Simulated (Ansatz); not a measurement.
CuH₂S₂, that is [Cu(SH)2]- with one electron fewer. Charge 0, multiplicity 2. Geometry r2SCAN-D4/def2-TZVPD, that of the charge -1 singlet.

```xyz
5

Cu    0.251    0.232   -0.100
S    -1.205    1.818   -0.173
H    -2.164    1.122   -0.817
S     1.748   -1.316   -0.043
H     1.371   -1.856    1.133
```

At PBE-D4/def2-TZVPD, r2SCAN-D4/def2-TZVPD the gap within one spin of the charge 0 doublet nearly closes, so an electron or hole may be smeared out by delocalisation error.

**Question.** Estimate the α-spin orbital energies around the gap (eV) in Ansatz with PBE-D4/def2-TZVPD, r2SCAN-D4/def2-TZVPD, PBE0-D4/def2-TZVPD.

**Answer.** 
| orbital | PBE-D4/def2-TZVPD | r2SCAN-D4/def2-TZVPD | PBE0-D4/def2-TZVPD |
| --- | --- | --- | --- |
| HOMO−5 | -7.33 | -7.71 | -9.87 |
| HOMO−4 | -7.32 | -7.71 | -9.86 |
| HOMO−3 | -7.29 | -7.57 | -8.47 |
| HOMO−2 | -6.77 | -7.01 | -8.37 |
| HOMO−1 | -6.64 | -6.97 | -8.04 |
| HOMO | -6.45 | -6.74 | -7.90 |
| LUMO | -1.31 | -0.87 | -0.60 |
| LUMO+1 | -0.81 | -0.46 | -0.02 |
| LUMO+2 | -0.66 | -0.36 | 0.08 |
| LUMO+3 | -0.41 | 0.09 | 0.22 |
| LUMO+4 | -0.01 | 0.42 | 0.87 |
| LUMO+5 | 0.54 | 1.08 | 1.07 |
| β HOMO | -5.98 | -6.09 | -6.78 |
| β LUMO | -5.96 | -5.97 | -5.37 |
